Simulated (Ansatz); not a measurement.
CH4 (SMILES C), charge 0, multiplicity 1, relaxed at each level with Ansatz (a program for electronic structure); harmonic frequencies from differences of analytic forces, average atomic masses, frozen cores.

```tsv
level	C1–H2 (Å)	C1–H3 (Å)	C1–H4 (Å)	C1–H5 (Å)	H2–C1–H3 (°)	H2–C1–H4 (°)	H2–C1–H5 (°)	dipole (D)
HF/def2-TZVPP	1.0820	1.0820	1.0820	1.0820	109.5	109.5	109.5	0.00
PBE/def2-TZVPP	1.0958	1.0958	1.0958	1.0958	109.5	109.5	109.5	0.00
r2SCAN/def2-TZVPP	1.0883	1.0883	1.0883	1.0883	109.5	109.5	109.5	0.00
B3LYP/def2-TZVPP	1.0884	1.0884	1.0884	1.0884	109.5	109.5	109.5	0.00
PBE0/def2-TZVPP	1.0889	1.0889	1.0889	1.0889	109.5	109.5	109.5	0.00
wB97X-V/def2-TZVPP	1.0903	1.0903	1.0903	1.0903	109.5	109.5	109.5	0.00
MP2/cc-pVTZ	1.0854	1.0854	1.0854	1.0854	109.5	109.5	109.5	0.00
CCSD(T)/cc-pVDZ	1.1037	1.1037	1.1037	1.1037	109.5	109.5	109.5	0.00
CCSD(T)/cc-pVTZ	1.0890	1.0890	1.0890	1.0890	109.5	109.5	109.5	0.00
```

Measured: equilibrium bond lengths CH 1.087 Å [NIST CCCBDB]; equilibrium angles HCH 109.471 ° [NIST CCCBDB].
